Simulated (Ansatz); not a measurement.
Program: Ansatz. Geometries: PBE0-D4/def2-TZVP. ΔE: electronic, gas phase. CBS: MP2 limit from def2 TZ/QZ plus the TZ coupled-cluster correction, frozen cores. Functionals use def2-TZVPP. B3LYP here is the variant with VWN-RPA as its local correlation; programs differ in this. For Se outer-core shells are correlated without core-valence functions, which leaves a few kJ/mol of doubt a bond. Scalar relativity is left out up to krypton. Each species was taken in one conformer, which may not be the lowest.

`CC[Se][SiH2]C` + `C=NC` → `C=NC[SiH2]C` + `CC[SeH]`  (formal exchange of groups at the Si–Se bond)

```json
{"level": "PBE-D4", "ΔE (kcal/mol)": "16.4", "difference from CCSD(T)/CBS": "-0.7"}
{"level": "r2SCAN-D4", "ΔE (kcal/mol)": "16.6", "difference from CCSD(T)/CBS": "-0.5"}
{"level": "PBE0-D4", "ΔE (kcal/mol)": "16.9", "difference from CCSD(T)/CBS": "-0.2"}
{"level": "B3LYP-D4", "ΔE (kcal/mol)": "16.2", "difference from CCSD(T)/CBS": "-0.9"}
{"level": "ωB97X-V", "ΔE (kcal/mol)": "16.0", "difference from CCSD(T)/CBS": "-1.1"}
{"level": "ωB97M-V", "ΔE (kcal/mol)": "15.9", "difference from CCSD(T)/CBS": "-1.2"}
{"level": "B2PLYP", "ΔE (kcal/mol)": "16.1", "difference from CCSD(T)/CBS": "-1.0"}
{"level": "PBE", "ΔE (kcal/mol)": "16.0", "difference from CCSD(T)/CBS": "-1.1"}
{"level": "r2SCAN", "ΔE (kcal/mol)": "16.5", "difference from CCSD(T)/CBS": "-0.6"}
{"level": "PBE0", "ΔE (kcal/mol)": "16.6", "difference from CCSD(T)/CBS": "-0.5"}
{"level": "B3LYP", "ΔE (kcal/mol)": "15.5", "difference from CCSD(T)/CBS": "-1.6"}
{"level": "HF/def2-TZVPP", "ΔE (kcal/mol)": "16.7", "difference from CCSD(T)/CBS": "-0.4"}
{"level": "MP2/def2-TZVPP", "ΔE (kcal/mol)": "17.1", "difference from CCSD(T)/CBS": "0.0"}
{"level": "SCS-MP2/def2-TZVPP", "ΔE (kcal/mol)": "16.6", "difference from CCSD(T)/CBS": "-0.5"}
{"level": "CCSD/def2-TZVPP", "ΔE (kcal/mol)": "15.9", "difference from CCSD(T)/CBS": "-1.2"}
{"level": "CCSD(T)/def2-TZVPP", "ΔE (kcal/mol)": "16.1", "difference from CCSD(T)/CBS": "-1.0"}
{"level": "HF/def2-QZVPP", "ΔE (kcal/mol)": "16.6", "difference from CCSD(T)/CBS": "-0.5"}
{"level": "MP2/def2-QZVPP", "ΔE (kcal/mol)": "17.6", "difference from CCSD(T)/CBS": "0.5"}
{"level": "SCS-MP2/def2-QZVPP", "ΔE (kcal/mol)": "17.1", "difference from CCSD(T)/CBS": "0.0"}
{"level": "HF/CBS(def2)", "ΔE (kcal/mol)": "16.6", "difference from CCSD(T)/CBS": "-0.5"}
{"level": "MP2/CBS(def2)", "ΔE (kcal/mol)": "18.1", "difference from CCSD(T)/CBS": "1.0"}
{"level": "CCSD/CBS(def2)", "ΔE (kcal/mol)": "17.0", "difference from CCSD(T)/CBS": "-0.1"}
{"level": "CCSD(T)/CBS", "ΔE (kcal/mol)": "17.1", "difference from CCSD(T)/CBS": "0"}
```

Largest T1 diagnostic among the species: 0.011.
